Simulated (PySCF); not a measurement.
Geometry:
| atom | x (Å) | y (Å) | z (Å) |
| --- | --- | --- | --- |
| N1 | -1.776 | 1.094 | -0.325 |
| Ge2 | -0.816 | -0.387 | 0.163 |
| C3 | 1.063 | 0.079 | 0.679 |
| O4 | 1.384 | 0.468 | 1.771 |
| O5 | 1.933 | -0.020 | -0.338 |
| H6 | -1.448 | 1.564 | -1.164 |
| H7 | -1.895 | 1.784 | 0.412 |
| H8 | -1.477 | -0.972 | 1.418 |
| H9 | -0.810 | -1.356 | -1.028 |
| H10 | 2.798 | 0.273 | 0.003 |

Geometry: PBE0-D3(BJ)/def2-SVP; GIAO absolute shieldings from PySCF 2.14, gas phase, non-relativistic, averaged over equivalent atoms.

At PBE0/def2-TZVP (202 basis functions, 33 s wall time on 1 thread of an Arm Neoverse N1, shared host):
```
atoms  σ (ppm)
   N1    262.1
  Ge2   1479.1
   C3      2.0
   O4   -141.1
   O5     98.7
  H10    25.70
H8/H9    26.46
H6/H7    31.74
```

Estimate the result of repeating the calculation with PBE0/pcSseg-2.

## Answers


| atoms | σ at PBE0/pcSseg-2 | change |
| --- | --- | --- |
| N1 | 258.5 | -3.6 |
| Ge2 | 1449.0 | -30.1 |
| C3 | -7.0 | -9.0 |
| O4 | -150.9 | -9.8 |
| O5 | 92.7 | -6.0 |
| H10 | 25.08 | -0.62 |
| H8/H9 | 26.43 | -0.03 |
| H6/H7 | 31.13 | -0.61 |

The largest change is at Ge2 (germanium bonded to C, N, 2 H). Cost: 277 basis functions, 38 s wall time on 1 thread of an Arm Neoverse V1, shared host.

Relativistic effects, spin–orbit coupling among them, are left out; they matter for Ge and for the light atoms bonded to it. The C=O carbon of an acid or of an amide with N–H lies up to 10 ppm further downfield in solution, through hydrogen bonding that the calculation lacks.
